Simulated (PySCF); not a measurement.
# Potential energy of InH⁺ along the bond

Set-up: basis In def2-TZVP with ECP28, H def2-TZVP; scalar-relativistic core potentials; PySCF 2.14. Energies in eV from In⁺ + H in their ground configurations at the same level. State: ²Σ⁺ (doublet), unpaired electrons σ ↑.

All columns are PBE. A positive dipole points towards H; it is taken about the centre of mass and depends on that origin.

```tsv
R (Å)	E (eV)	μ (D)	Mulliken charge on In (basis-dependent)	HOMO (eV)	LUMO (eV)	Mayer bond order	⟨S²⟩
1.597	0.009	0.26	0.89	-12.60	-11.14	0.83	0.75
1.671	-0.149	0.28	0.88	-12.66	-11.16	0.79	0.76
1.746	-0.238	0.31	0.87	-12.71	-11.16	0.75	0.76
1.801	-0.273	0.34	0.87	-12.75	-11.14	0.71	0.76
1.857	-0.289	0.38	0.86	-12.79	-11.10	0.68	0.76
1.913	-0.292	0.42	0.86	-12.83	-11.05	0.64	0.76
1.987	-0.281	0.49	0.85	-12.89	-10.95	0.58	0.76
2.080	-0.258	0.59	0.85	-12.95	-10.79	0.51	0.76
2.191	-0.227	0.70	0.84	-13.01	-10.53	0.44	0.76
2.340	-0.192	0.81	0.85	-13.06	-10.11	0.35	0.76
```

A fit through these points gives, at Re = 1.896 Å, μ = 0.41 D and dμ/dR = 0.859 D/Å; the reduced mass is 0.9991 u.

Question: How strong is the fundamental in the double-harmonic approximation, I = 42.26·(dμ/dR)²/μred km/mol?

Answer: I = 42.26·(0.859)²/0.9991 = 31.2 km/mol at PBE.

The bond is weak. Basis-set superposition, not corrected here, can be much of De in a small basis, most of all at correlated wavefunction levels. Spin–orbit coupling is left out. For an ion De counts to the pair picked by the measured ionisation energies or electron affinities, which need not be the lowest pair at this level. The state is the lowest determinant that a PBE0 search found; another state may lie lower at other levels.
